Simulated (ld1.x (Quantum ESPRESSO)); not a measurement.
What the settings do to the TM potential of zinc

Base potential:

zinc, norm-conserving Troullier–Martins (Kleinman–Bylander form), made with ld1.x (Quantum ESPRESSO) 7.5 (PBE, scalar-relativistic). Core [Ne] 3s2, reference 3p6 3d10 4s2 4p0. Waves: 4s (bound): rc 2.35 bohr; 3p (bound): rc 0.95 bohr; 3d (bound): rc 0.75 bohr. Local part: the d channel. Core correction: a·sin(br)/r model core inside 0.40 bohr.

All-electron outer shells of the reference configuration (PBE, scalar-relativistic, ld1.x):

| shell | level (eV) | outermost node (bohr) | outermost maximum (bohr) |
| --- | --- | --- | --- |
| 2p | -1004.03 | – | 0.15 |
| 3s | -129.23 | 0.28 | 0.59 |
| 3p | -83.40 | 0.25 | 0.59 |
| 3d | -10.14 | – | 0.57 |
| 4s | -5.98 | 0.85 | 2.09 |
| 4p | -1.12 | 0.92 | 3.08 |

Cutoffs, loose and tight: the cutoffs (Ry, on a coarse ladder) from which the occupation-weighted sum of valence levels, in a spherical-Bessel basis at the reference potential, stays within 10 and 1 mRy of its value at 400 Ry. They do not see the model core or the augmentation charge, which bear on the density cutoff. Test errors are all-electron minus pseudo excitation energies from the reference, over the configurations 3p6 3d10 4s1 4p0; 3p6 3d10 4s0 4p0; 3p6 3d9 4s0 4p0; 3p6 3d10 4s1 4p1; 3p6 3d9 4s2 4p1; 3p5 3d10 4s2 4p0; 3p6 3d10 4s1.5 4p0. A dash means not determined; rows that change the core or the reference have their own tests. The largest error is taken over the tests solved by every variant that gives reliable tests at all: 3p6 3d10 4s0 4p0; 3p6 3d10 4s1 4p0; 3p6 3d10 4s1 4p1; 3p6 3d10 4s1.5 4p0; 3p6 3d9 4s0 4p0.

A true bound ghost makes a file unfit for plane-wave use even where its test errors are small: the radial tests pick states by their node count and pass the ghost by. Where a test does run into it, the solver fails or the error is huge.

Cutoffs are not given where the Bessel-basis levels miss the radial ones by over 6 mRy, ghosts where they miss by over 20 mRy; a channel whose overlap is not positive is not tested.

| change | outcome | cutoff, loose | cutoff, tight | bound ghosts | largest test error (meV) |
| --- | --- | --- | --- | --- | --- |
| base | generated | over 300 Ry | over 300 Ry | s | -48 |
| reference 3p6 3d10 4s0 4p0 | generated | over 300 Ry | over 300 Ry | s | -88 |
| wave 3d (bound): rc 0.75 bohr becomes 3d (bound): rc 0.58 bohr | generated | – | – | s | -48 |
| functional BLYP | generated | over 300 Ry | over 300 Ry | s | -46 |
| all radii but the core radius scaled by about 1.15 (s 2.70, p 1.08, d 0.86 bohr) | generated | 300 Ry | over 300 Ry | s | -240 |
| wave 3p (bound): rc 0.95 bohr becomes 3p (bound): rc 0.66 bohr | generated | over 300 Ry | over 300 Ry | s | -49 |
| core correction a·sin(br)/r model core inside 0.56 bohr | generated | over 300 Ry | over 300 Ry | s | -48 |

What comes out with this change to the base: wave 4s (bound): rc 2.35 bohr becomes 4s (bound): rc 2.94 bohr?

outcome: generated; cutoff, loose: over 300 Ry; cutoff, tight: over 300 Ry; bound ghosts: s; largest test error (meV): -380.
